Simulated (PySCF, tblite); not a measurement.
A database entry of computed molecular properties. Lists by class give the value and the number of equivalent atoms.

```json
{
 "formula": "C5H4NO4",
 "smiles": "N#C[C@@H](CC(=O)[O-])OC=O",
 "charge": -1,
 "multiplicity": 1,
 "geometry_level": "GFN2-xTB",
 "atoms_angstrom": [
  ["N", -0.225, -2.729, 0.917],
  ["C", -0.337, -1.6, 0.663],
  ["C", 0.242, -0.374, 0.043],
  ["C", -0.862, 0.557, -0.409],
  ["C", -2.066, 0.323, 0.575],
  ["O", -2.961, 1.155, 0.615],
  ["O", -1.964, -0.75, 1.218],
  ["O", 1.055, 0.279, 1.046],
  ["C", 2.297, 0.547, 0.769],
  ["O", 2.905, 0.35, -0.25],
  ["H", 0.905, -0.683, -0.778],
  ["H", -0.554, 1.602, -0.393],
  ["H", -1.194, 0.299, -1.417],
  ["H", 2.759, 1.024, 1.658]
 ],
 "electronic_structure_code": "PySCF",
 "results": {
  "GFN2-xTB geometry": {
   "point_group": "C1",
   "rotational_constants_GHz": [2.287, 0.959, 0.75]
  },
  "PBE0/pcSseg-1 ground state and GIAO shieldings, non-relativistic": {
   "homo_eV": -2.17,
   "lumo_eV": 3.18,
   "shift_vs_computed_TMS_C_by_class_ppm": [
    [170.0, 1],
    [164.3, 1],
    [121.5, 1],
    [70.4, 1],
    [44.6, 1]
   ],
   "shift_vs_computed_TMS_H_by_class_ppm": [
    [8.06, 1],
    [6.02, 1],
    [2.06, 1],
    [1.42, 1]
   ],
   "shielding_other_nuclei_by_class_ppm": [
    ["N", -98.0, 1],
    ["O", -82.7, 1],
    ["O", -52.2, 1],
    ["O", -18.9, 1],
    ["O", 86.1, 1]
   ],
   "charges_hirshfeld_e_by_atom": [-0.36, 0.03, 0.05, -0.11, 0.13, -0.4, -0.28, -0.08, 0.17, -0.29, 0.03, 0.03, 0.04, 0.04]
  },
  "GFN2-xTB harmonic vibrations, gas phase": {
   "strongest_ir_bands_cm-1_km_per_mol_modes": [
    [414.3, 176.7, 1],
    [1320.4, 246.3, 1],
    [1763.8, 1111.4, 1],
    [1775.5, 443.2, 1],
    [2221.0, 292.5, 1],
    [2758.3, 159.7, 1]
   ],
   "zpe_kcal_per_mol": 55.4
  }
 }
}
```

With B = h/(8π²I), that is 505.379 GHz u Å² over I, the principal moments of inertia are 221.0, 526.7 and 673.7 u Å² (most abundant isotopes); the inertial defect Ic − Ia − Ib is -74.0 u Å² (zero for a rigid planar frame, negative otherwise). The rotational constants make it an asymmetric top with κ = (2B − A − C)/(A − C) = -0.73, nearer the prolate limit (−1). The zero-point energy, half the sum of the 36 harmonic wavenumbers, equals 19380 cm⁻¹ or 232 kJ/mol.

No diffuse functions stand in pcSseg-1, which bears on an anion's orbital energies.

One conformer stands for the species.
